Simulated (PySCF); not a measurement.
Question: Write Cartesian coordinates for `C#C[SiH2]C#C[SiH3]` as optimised with GFN2-xTB.

Answer: 
```
atom  x, y, z in Å
C1    -3.161    1.718    0.169
C2    -2.582    0.664    0.161
Si3   -1.698   -0.962    0.154
C4     0.114   -0.592    0.052
C5     1.300   -0.359   -0.015
Si6    3.109    0.005   -0.119
H7    -3.666    2.641    0.173
H8    -1.984   -1.669    1.409
H9    -2.109   -1.728   -1.030
H10    3.837   -1.156    0.401
H11    3.450    0.240   -1.525
H12    3.391    1.195    0.689
```

Orientation and origin are arbitrary. Atoms count from 1 in this order. All 3 C–Si bonds measure 1.848 to 1.852 Å. The 6 heavy atoms lie in one plane (0.001 Å rms). Si6 (SiH3 silicon) is tetrahedral (angles from 108.1° to 110.7°). Si3 (SiH2 silicon) is tetrahedral (angles from 107.0° to 112.5°).

Bonds between heavy atoms (Å): C1≡C2 1.202, C2–Si3 1.851, Si3–C4 1.852, C4≡C5 1.211, C5–Si6 1.848.

The geometry is computed with GFN2-xTB (gas phase).

No GFN2-xTB frequencies stand behind this structure, so it isn't proved a minimum.
